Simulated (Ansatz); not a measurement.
Ideal-gas functions of C3H4BF, SMILES `C=C1BC1F` at 298.15 K and 1 bar, from an Ansatz frequency run at PBE0-D4/def2-TZVP.

Molar mass 69.87 g/mol, point group C1 (symmetry number 1), electronic degeneracy 1, moments of inertia 51.865, 114.083, 151.163 u Å². Harmonic wavenumbers (cm⁻¹, unscaled): 136, 213, 326, 443, 580, 702, 807, 881, 890, 991, 1004, 1021, 1140, 1172, 1330, 1461, 1752, 2747, 3075, 3130, 3219.

Use S(trans) = R[1.5 ln M + 2.5 ln T − 1.1517]; rotational temperatures θ = 24.2544 K / I; S(rot) = R[ln(√π/σ · √(T³/θAθBθC)) + 1.5]; for each mode x = 1.438777 ν̃/T, S = R[x/(eˣ − 1) − ln(1 − e⁻ˣ)] and H = RT x/(eˣ − 1); 1 cm⁻¹ = 0.0119627 kJ/mol; R = 8.31446 J/(mol·K).

By hand: the entropy, in J/(mol·K).

Translation 161.8. Rotation: θ = 0.4676, 0.2126, 0.1605 K, giving 105.5. Vibration, mode by mode: 11.96, 8.44, 5.35, 3.42, 2.03, 1.27, 0.84, 0.63, 0.61, 0.41, 0.39, 0.36, 0.22, 0.19, 0.10, 0.06, 0.02, 0.00, 0.00, 0.00, 0.00, in all 36.3. Electronic 0.0. Sum 303.6 J/(mol·K).

By hand: H − E and G − E in kJ/mol, counted from the electronic energy.

Zero-point energy ½ × 27020 × 0.0119627 = 161.6; thermal vibration 6.6; translation, rotation and pV give 4 RT = 9.9. H − E = 178.1 kJ/mol, and G − E = 178.1 − 298.15 × 303.6/1000 = 87.6 kJ/mol.

Vibration gives 12 % of the entropy, 12.0 J/(mol·K) of it from the mode under 150 cm⁻¹: soft modes count most, and the harmonic formula is weakest for them. The sum counts one conformer and one mirror image; others add a mixing term.
